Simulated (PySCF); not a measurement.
Br₃OW, neutral, multiplicity 2. Atoms are numbered in the order given.

```xyz
5

W     -0.0896    -0.4141     0.0000
O      0.0794    -2.0960     0.0000
Br    -2.3372     0.4843     0.0000
Br     1.2542     0.4352    -1.8301
Br     1.2542     0.4352     1.8301
```
Charge 0, spin multiplicity 2.

Coordinates come from a r2SCAN-D4/def2-SVP optimisation. The multiplicity is an assumed one; other spin states were not compared. The def2 effective core potentials stand for the cores of W; spin–orbit coupling is left out.

These are r2SCAN/def2-TZVP run with PySCF values and carry that method's errors.

Atomic charges (e):

| atom | Löwdin | Mulliken | Mulliken spin |
|---|---|---|---|
| W1 | -0.17 | 1.14 | 0.91 |
| O2 | -0.20 | -0.39 | -0.07 |
| Br3 | 0.13 | -0.25 | 0.01 |
| Br4 | 0.12 | -0.25 | 0.07 |
| Br5 | 0.12 | -0.25 | 0.07 |
